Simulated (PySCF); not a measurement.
Simulation results for B2GeH5O, C2H6BGe, CH3BClGe, CH4BGeO

All values are calculated (PySCF 2.14.0). Calculation on a computer-drawn molecule: optimised geometry and harmonic frequencies of an isolated molecule of the commonest isotopes, restricted reference for singlets and unrestricted otherwise, frozen core in MP2; on germanium a core potential holds 10 electrons, which the energies leave out, and 3d is frozen in MP2 and coupled-cluster steps.

Common to all runs: charge 0; multiplicity 2; method HF; basis and core potential on germanium cc-pVDZ-PP ECP10MDF.

```yaml
- entry: 1
  formula: B2GeH5O
  start_structure:
    atoms_angstrom:
      - [B, 1.3059, -0.9078, -1.4693]
      - [O, 1.0945, -1.6704, -0.5445]
      - [B, 0.7305, -2.4813, 0.4542]
      - [Ge, -0.5157, -1.8087, 1.8633]
      - [H, 2.0525, -0.0853, -1.7662]
      - [H, 1.2735, -3.5617, 0.401]
      - [H, -1.2017, -0.4597, 1.6128]
      - [H, -1.7589, -2.6853, 2.2814]
      - [H, 0.0501, -1.5756, 3.2351]
  given:
    basis: cc-pVDZ
    drawn_bonds_atom: [1, 2, 3, 1, 3, 4, 4, 4]
    drawn_bonds_other_atom: [2, 3, 4, 5, 6, 7, 8, 9]
    drawn_bonds_order: [1, 1, 1, 1, 1, 1, 1, 1]
  results:
    optimised_atom_element: [B, O, B, Ge, H, H, H, H, H]
    "optimised_atom_x [angstrom]": [1.136, 1.193, 0.8009, -0.5707, 1.967, 1.289, -1.075, -1.785, 0.07396]
    "optimised_atom_y [angstrom]": [-0.8934, -1.707, -2.474, -1.765, -0.05199, -3.568, -0.3542, -2.701, -1.721]
    "optimised_atom_z [angstrom]": [-1.573, -0.5274, 0.5079, 1.928, -1.783, 0.5941, 1.587, 2.014, 3.321]
    "modes_frequency [cm^-1]": [45.39, 47.84, 123.2, 229.1, 359.9, 459.7, 477.5, 659.6, 845.7, 897.8, 965.0, 971.2, 995.4, 1093, 1243, 1566, 2195, 2197, 2214, 2681, 2700]
    "modes_reduced_mass [dalton]": [2.556, 1.58, 2.795, 4.527, 1.215, 1.71, 1.09, 2.051, 1.503, 1.043, 1.047, 1.033, 1.6, 1.578, 1.784, 11.55, 1.023, 1.023, 1.013, 1.091, 1.094]
    "rotational_constants [GHz]": [17.99, 1.892, 1.759]
    "total_energy [hartree]": -420.5170
    spin_squared: 0.7541
    "convergence_status_largest_gradient_component [hartree/bohr]": 1.976e-05
- entry: 2
  formula: C2H6BGe
  start_structure:
    atoms_angstrom:
      - [B, -0.7451, -1.3193, -1.7439]
      - [C, 0.441, -0.731, -1.294]
      - [Ge, 0.4711, 1.3403, -1.1717]
      - [C, -0.9331, 2.0598, -2.4516]
      - [H, -1.7355, -1.6596, -2.1951]
      - [H, 1.441, -1.08, -0.9547]
      - [H, 1.821, 1.6571, -1.9359]
      - [H, -1.8726, 1.7359, -2.1538]
      - [H, -0.8255, 3.1279, -2.5418]
      - [H, -0.699, 1.6388, -3.443]
  given:
    basis: cc-pVDZ
    drawn_bonds_atom: [1, 2, 3, 1, 2, 3, 4, 4, 4]
    drawn_bonds_other_atom: [2, 3, 4, 5, 6, 7, 8, 9, 10]
    drawn_bonds_order: [1, 2, 1, 1, 1, 1, 1, 1, 1]
  results:
    "rotational_constants [GHz]": null
    "total_energy [hartree]": null
    spin_squared: null
- entry: 3
  formula: CH3BClGe
  start_structure:
    atoms_angstrom:
      - [B, -2.1772, -0.4419, 2.5602]
      - [C, -2.5535, -0.7399, 1.27]
      - [Ge, -1.2822, -0.2577, -0.2265]
      - [Cl, 0.726, -0.0434, 0.5676]
      - [H, -1.7193, -0.182, 3.613]
      - [H, -3.4187, -1.1711, 0.8389]
      - [H, -1.1111, -1.6917, -0.9823]
  given:
    basis: "cc-pV(D+d)Z"
    drawn_bonds_atom: [1, 2, 3, 1, 2, 3]
    drawn_bonds_other_atom: [2, 3, 4, 5, 6, 7]
    drawn_bonds_order: [1, 2, 1, 1, 1, 1]
  results:
    spin_squared: null
    "rotational_constants [GHz]": null
    "total_energy [hartree]": null
- entry: 4
  formula: CH4BGeO
  start_structure:
    atoms_angstrom:
      - [B, 1.8842, -0.5026, -0.2956]
      - [C, 0.9012, 0.2779, 0.3118]
      - [O, 0.6164, 1.2549, 1.0885]
      - [Ge, -0.8232, -0.8225, 0.024]
      - [H, 2.4613, -1.2679, -0.988]
      - [H, 1.277, 2.0051, 1.117]
      - [H, -0.2229, -2.204, -0.5325]
      - [H, -1.0622, -1.232, 1.5021]
  given:
    basis: cc-pVDZ
    drawn_bonds_atom: [1, 2, 2, 1, 3, 4, 4]
    drawn_bonds_other_atom: [2, 3, 4, 5, 6, 7, 8]
    drawn_bonds_order: [1, 1, 2, 1, 1, 1, 1]
  results:
    spin_squared: null
    "rotational_constants [GHz]": null
    "total_energy [hartree]": null
```

To be estimated
1. Give the missing rotational constants for C2H6BGe (entry 2).
2. Give the missing total energy for C2H6BGe (entry 2).
3. What spin squared does the calculation give for C2H6BGe (entry 2)?
4. CH3BClGe (entry 3): spin squared?
5. Estimate the rotational constants of CH3BClGe (entry 3).
6. Estimate the total energy of CH3BClGe (entry 3).
7. Estimate the spin squared of CH4BGeO (entry 4).
8. Give the missing rotational constants for CH4BGeO (entry 4).
9. Estimate the total energy of CH4BGeO (entry 4).

Answers
1. 7.859, 3.775, 2.632 GHz
2. -397.2093 hartree
3. 0.789
4. 0.7746
5. 4.991, 3.12, 1.942 GHz
6. -817.1461 hartree
7. 0.8172
8. 9.265, 3.292, 2.464 GHz
9. -433.0042 hartree

Further results for C2H6BGe (entry 2):

| Property | Result |
| --- | --- |
| convergence status largest gradient component | 1.925e-05 hartree/bohr |

Optimised structure:
```xyz
10
C2H6BGe
B     -0.6891    -1.3124    -1.7636
C      0.4300    -0.6537    -1.2918
Ge     0.5310     1.2837    -1.3665
C     -0.9020     2.0610    -2.4785
H     -1.6691    -1.8111    -2.1816
H      1.2735    -1.1544    -0.8288
H      1.9152     1.7128    -1.8997
H     -1.8843     1.7873    -2.0878
H     -0.8226     3.1493    -2.4778
H     -0.8191     1.7073    -3.5094
```

Modes:
```tsv
frequency (cm⁻¹)	reduced mass (dalton)
97.65	2.278
136.9	1.573
157.3	1.465
226.7	3.299
506.5	1.14
574.6	3.535
602.2	1.215
604.5	4.227
697.6	1.314
724.7	1.124
819.2	1.214
872.4	1.34
912	1.207
1025	1.26
1365	1.218
1496	5.815
1558	1.053
1560	1.054
2139	1.02
2932	1.128
3173	1.033
3261	1.104
3273	1.103
3340	1.09
```

Further results for CH3BClGe (entry 3):

| Item | Value |
| --- | --- |
| convergence status largest gradient component | 1.312e-05 hartree/bohr |

Optimised structure:
```xyz
7
CH3BClGe
B     -2.0967    -0.4496     2.5059
C     -2.5255    -0.7278     1.2193
Ge    -1.2938    -0.4487    -0.2274
Cl     0.6470     0.0596     0.6894
H     -1.7011    -0.2109     3.5855
H     -3.5269    -1.0491     0.9553
H     -1.0391    -1.7012    -1.0870
```

Modes:
```tsv
frequency (cm⁻¹)	reduced mass (dalton)
103.8	4.353
139.1	2.847
262.8	3.841
395.3	34.54
527.3	1.149
601.7	3.895
662.8	1.158
724.4	1.188
746.5	1.226
837.8	1.312
1028	1.284
1521	5.823
2144	1.021
2953	1.13
3346	1.092
```

Further results for CH4BGeO (entry 4):

| Item | Value |
| --- | --- |
| convergence status largest gradient component | 2.153e-05 hartree/bohr |

Optimised structure:
```xyz
8
CH4BGeO
B      1.8711    -0.4450    -0.3185
C      0.8383     0.2265     0.3224
O      0.6380     1.3745     1.0262
Ge    -0.7363    -0.9259     0.1795
H      2.6210    -1.1137    -0.9262
H      1.4258     1.8977     1.0151
H     -0.3518    -2.1740    -0.6351
H     -1.2744    -1.3312     1.5638
```

Modes:
```tsv
frequency (cm⁻¹)	reduced mass (dalton)
184.7	2.497
238	1.281
271.4	2.102
294.7	1.427
408.5	4.303
520.8	2.156
568.7	1.266
655.7	1.331
671.9	1.309
827.9	1.576
910.7	1.032
1063	7.837
1402	1.172
1613	7.575
2157	1.018
2182	1.023
2944	1.127
4141	1.067
```
